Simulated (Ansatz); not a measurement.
Steps of a relaxation of C2H7BSeSi, SMILES `CC1[Se]B1[SiH3]` with RKS PBE-D4/def2-SVP.

```sh
$ ansatz run in.yaml --threads 4 --pin off --events-out ev --progress --plain --max-ram 10444MiB
```

```yaml
crystal:
  periodic: [false, false, false]
  atoms:
    - {symbol: C, position_ang: [-1.425100, -0.778100, 0.626400]}
    - {symbol: C, position_ang: [-0.436300, 0.195100, 1.225800]}
    - {symbol: Se, position_ang: [0.873900, -0.687600, 2.120000]}
    - {symbol: B, position_ang: [0.902600, 0.448600, 0.316100]}
    - {symbol: Si, position_ang: [1.423700, 0.586700, -1.537400]}
    - {symbol: H, position_ang: [-2.171800, -1.057700, 1.406200]}
    - {symbol: H, position_ang: [-0.980400, -1.624300, 0.147600]}
    - {symbol: H, position_ang: [-2.015400, -0.166600, -0.162800]}
    - {symbol: H, position_ang: [-0.813600, 1.123500, 1.776800]}
    - {symbol: H, position_ang: [2.086000, 1.893700, -1.689200]}
    - {symbol: H, position_ang: [0.247900, 0.495400, -2.391900]}
    - {symbol: H, position_ang: [2.385500, -0.484000, -1.803700]}
basis:
  gaussian: {orbitals: def2-SVP}
hamiltonian: {xc: pbe, dispersion: d4}
relax: {f_tol: 0.03, max_steps: 200}
```

Positions (Å) and forces (eV/Å) along the path, 10 of 18 steps:

```xyz
12
step=1 energy=-76059.5802 eV
C    -1.425   -0.778    0.626   -2.545    3.031   -0.366
C    -0.436    0.195    1.226   -1.159    2.600   -2.125
Se    0.874   -0.688    2.120    3.986   -0.355    0.138
B     0.903    0.449    0.316   -1.937   -2.167    3.829
Si    1.424    0.587   -1.537    0.703    0.259    0.387
H    -2.172   -1.058    1.406    0.115   -0.370   -0.216
H    -0.980   -1.624    0.148    0.594   -1.025   -0.402
H    -2.015   -0.167   -0.163    0.384   -0.975    0.665
H    -0.814    1.123    1.777   -0.193   -0.976   -0.650
H     2.086    1.894   -1.689    0.274    0.557   -0.281
H     0.248    0.495   -2.392   -0.706   -0.058   -0.575
H     2.385   -0.484   -1.804    0.483   -0.519   -0.403
12
step=2 energy=-76060.6796 eV
C    -1.492   -0.730    0.618   -0.716    0.640    0.234
C    -0.453    0.191    1.233   -0.619    1.289   -1.416
Se    1.059   -0.624    2.090    1.400    0.059   -0.321
B     0.873    0.363    0.382   -0.754   -0.970    1.811
Si    1.458    0.585   -1.487    0.270    0.116    0.119
H    -2.206   -1.075    1.399   -0.016   -0.168   -0.170
H    -1.010   -1.596    0.150    0.045   -0.334   -0.138
H    -2.085   -0.185   -0.169    0.248   -0.224    0.343
H    -0.856    1.099    1.750    0.059   -0.408   -0.083
H     2.104    1.917   -1.707    0.093    0.156   -0.048
H     0.264    0.494   -2.378   -0.201   -0.020   -0.171
H     2.420   -0.495   -1.846    0.190   -0.135   -0.160
12
step=3 energy=-76060.9283 eV
C    -1.595   -0.749    0.688    0.401   -0.027    0.197
C    -0.494    0.219    1.138   -0.767   -0.154   -0.329
Se    1.147   -0.576    1.968    0.624   -0.571    1.049
B     0.845    0.301    0.360   -0.173    0.380   -0.859
Si    1.558    0.614   -1.484   -0.110   -0.061   -0.047
H    -2.250   -1.095    1.519    0.091    0.119   -0.044
H    -1.153   -1.652    0.213   -0.083    0.111    0.027
H    -2.230   -0.252   -0.070   -0.124    0.086   -0.072
H    -0.867    1.087    1.712    0.063    0.041   -0.008
H     2.201    1.964   -1.687   -0.018   -0.021    0.079
H     0.371    0.531   -2.418    0.095    0.028   -0.038
H     2.544   -0.449   -1.905    0.002    0.068    0.046
12
step=5 energy=-76061.0035 eV
C    -1.674   -0.764    0.792    0.126   -0.028   -0.325
C    -0.522    0.188    1.048   -0.203   -0.046    0.276
Se    1.188   -0.610    1.885    0.029    0.115   -0.012
B     0.787    0.241    0.227   -0.185   -0.331   -0.097
Si    1.605    0.606   -1.555    0.007    0.053    0.069
H    -2.226   -1.082    1.702    0.138    0.115    0.040
H    -1.317   -1.672    0.268   -0.071   -0.069    0.005
H    -2.405   -0.261    0.119   -0.015   -0.006    0.019
H    -0.833    1.093    1.601    0.081    0.103    0.064
H     2.146    2.011   -1.502    0.069    0.046   -0.097
H     0.598    0.538   -2.678    0.003    0.009    0.045
H     2.728   -0.344   -1.875    0.020    0.038    0.013
12
step=7 energy=-76061.0267 eV
C    -1.696   -0.777    0.814    0.002    0.004   -0.008
C    -0.536    0.168    1.035   -0.029    0.002    0.020
Se    1.191   -0.605    1.857   -0.012   -0.009    0.000
B     0.746    0.168    0.174    0.054    0.003   -0.044
Si    1.622    0.619   -1.563   -0.008   -0.003    0.016
H    -2.218   -1.037    1.758    0.006    0.005   -0.006
H    -1.375   -1.717    0.323   -0.004   -0.013    0.007
H    -2.438   -0.286    0.147   -0.008    0.000    0.007
H    -0.811    1.105    1.555    0.000    0.004    0.008
H     2.162    2.026   -1.471    0.001    0.009   -0.006
H     0.657    0.581   -2.720   -0.005   -0.004   -0.002
H     2.773   -0.299   -1.876    0.003    0.002    0.009
12
step=8 energy=-76061.0273 eV
C    -1.700   -0.773    0.815    0.012    0.018   -0.023
C    -0.533    0.164    1.034   -0.018   -0.007    0.022
Se    1.188   -0.625    1.850    0.003   -0.005   -0.010
B     0.749    0.164    0.172    0.023    0.000   -0.021
Si    1.625    0.621   -1.564    0.001    0.001    0.026
H    -2.220   -1.032    1.760    0.010   -0.003    0.009
H    -1.385   -1.713    0.321   -0.019   -0.009    0.003
H    -2.444   -0.275    0.154    0.002   -0.007   -0.006
H    -0.801    1.099    1.562   -0.007    0.019    0.009
H     2.141    2.039   -1.485   -0.009   -0.011   -0.003
H     0.662    0.556   -2.722    0.003   -0.005   -0.002
H     2.793   -0.281   -1.860   -0.001    0.008   -0.003
12
step=11 energy=-76061.0297 eV
C    -1.715   -0.740    0.811    0.016    0.013   -0.010
C    -0.512    0.148    1.045    0.004    0.005    0.003
Se    1.186   -0.730    1.820   -0.011    0.018   -0.034
B     0.765    0.131    0.172   -0.014   -0.026    0.036
Si    1.632    0.616   -1.559    0.050    0.049   -0.075
H    -2.235   -1.002    1.755    0.003   -0.003    0.004
H    -1.440   -1.680    0.294   -0.013    0.010   -0.001
H    -2.447   -0.199    0.169    0.016   -0.009    0.001
H    -0.741    1.076    1.604    0.000   -0.008   -0.003
H     1.980    2.091   -1.538   -0.028   -0.101    0.001
H     0.700    0.395   -2.730    0.048    0.005    0.064
H     2.903   -0.160   -1.807   -0.072    0.046    0.015
12
step=15 energy=-76061.0325 eV
C    -1.722   -0.697    0.798    0.001    0.000   -0.012
C    -0.485    0.133    1.064   -0.007   -0.007    0.009
Se    1.185   -0.839    1.790   -0.015    0.004   -0.011
B     0.785    0.100    0.183    0.007    0.002    0.006
Si    1.632    0.609   -1.550    0.016    0.028   -0.046
H    -2.247   -0.984    1.732    0.000    0.003   -0.002
H    -1.488   -1.622    0.234    0.000    0.015    0.009
H    -2.434   -0.100    0.186    0.012   -0.009    0.013
H    -0.675    1.044    1.664    0.003   -0.011   -0.010
H     1.784    2.113   -1.614   -0.005   -0.065    0.000
H     0.751    0.201   -2.710    0.035    0.013    0.040
H     2.992   -0.013   -1.743   -0.046    0.024    0.005
12
step=17 energy=-76061.0332 eV
C    -1.727   -0.683    0.797    0.006    0.000    0.006
C    -0.477    0.124    1.068    0.002    0.010   -0.005
Se    1.180   -0.881    1.772    0.001   -0.004   -0.003
B     0.790    0.090    0.181   -0.011   -0.001    0.017
Si    1.635    0.611   -1.549   -0.009   -0.002    0.003
H    -2.250   -0.975    1.730   -0.001   -0.002   -0.002
H    -1.510   -1.602    0.218   -0.001    0.001   -0.001
H    -2.434   -0.065    0.199    0.003    0.000   -0.001
H    -0.651    1.029    1.682    0.000   -0.004   -0.003
H     1.714    2.115   -1.647    0.005   -0.004   -0.002
H     0.785    0.135   -2.702    0.005   -0.001   -0.004
H     3.020    0.048   -1.715    0.000    0.006   -0.004
12
step=18 energy=-76061.0333 eV
C    -1.729   -0.676    0.796    0.003   -0.001    0.006
C    -0.473    0.121    1.072    0.000    0.008   -0.004
Se    1.179   -0.900    1.765    0.002   -0.005   -0.001
B     0.792    0.085    0.183    0.000    0.003    0.004
Si    1.634    0.610   -1.548   -0.003    0.003   -0.002
H    -2.253   -0.972    1.727   -0.002   -0.001   -0.002
H    -1.518   -1.592    0.210    0.000    0.000    0.000
H    -2.431   -0.049    0.203    0.000    0.001    0.000
H    -0.640    1.022    1.693   -0.002   -0.003   -0.002
H     1.683    2.115   -1.661    0.001   -0.011   -0.001
H     0.800    0.104   -2.701    0.006    0.002    0.004
H     3.032    0.076   -1.704   -0.006    0.004   -0.001
```

Hardware: 4 threads of an Arm Neoverse V1 on a shared host. Wall time 32 s, peak host memory 0.19 GiB.
